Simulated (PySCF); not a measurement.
**Dipole response of Kr²⁺ (krypton, charge +2)**

[Ar] 3d10 4s2 4p4, high-spin 3P determinant. All numbers are calculated (PySCF 2.14, a scalar-relativistic core potential, in aug-cc-pVQZ-PP with ECP10MDF). Coupled (time-dependent) response in atomic units; α is the mean over directions.

```
method  mean α (bohr³)         α xx, yy, zz  C₆ (like pair)  S(−4)
   UHF           7.423  7.443, 7.384, 7.443           36.27  10.57
   PBE           7.561  7.502, 7.678, 7.502           37.09  11.07
  PBE0           7.481  7.446, 7.550, 7.446           36.59  10.76
 TPSSh           7.497  7.465, 7.562, 7.465           36.90  10.73
```

S(−4) is the Cauchy moment in α(ω) = α(0) + S(−4) ω² + …

Spin-orbit coupling is absent.

α(iu) at UHF:

```tsv
u (hartree)	α(iu) (bohr³)
0	7.423
0.0500	7.397
0.100	7.319
0.200	7.026
0.300	6.590
0.500	5.519
0.750	4.223
1.00	3.206
1.50	1.941
2.00	1.281
3.00	0.6818
5.00	0.3008
```

A single London oscillator, α(iu) = α/(1 + u²/ω²), gives C₆ = (3/4) ω α². Matching the computed C₆ needs ω = 4 × 36.27 / (3 × 7.423²) = 0.878 hartree.

For an ion, C₆ is the dispersion term alone; charge-induced terms of lower order in 1/R come first.

The components differ because the open shell of this determinant is not spherical; for a pure term their mean is the scalar polarisability.

Energies and moments cover only the electrons outside the core potential.
